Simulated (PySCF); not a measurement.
VOCl2, SMILES [O]=[V+]([Cl])[Cl], charge +1, multiplicity 1. Coordinates come from a PBE0-D3(BJ)/def2-SVP optimisation. The spin state was assumed, not searched. The isomer is the one that the SMILES or the coordinates give; other isomers of the formula were not compared.

The numbers are results of PBE0-D3(BJ)/def2-SVP (PySCF), not measurements.

Harmonic wavenumbers (cm⁻¹): 142, 236, 290, 494, 565, 1226. Rotational constants (GHz): 5.273, 2.340, 1.751; symmetry number 1.

Question: Work out the zero-point energy and the ideal-gas rigid-rotor harmonic-oscillator thermochemistry at 298.15 K and 1 atm.

Answer: ZPE = ½ Σ hcν = ½ × 2954 cm⁻¹ = 17.67 kJ/mol. H − E(el) = 32.89 kJ/mol. Entropy in J/(mol K): translation 170.18, rotation 113.39, vibration 30.58, total 314.15. G − E(el) = -60.78 kJ/mol. Cp = 66.51 J/(mol K). Modes under 150 cm⁻¹ make the vibrational entropy uncertain.
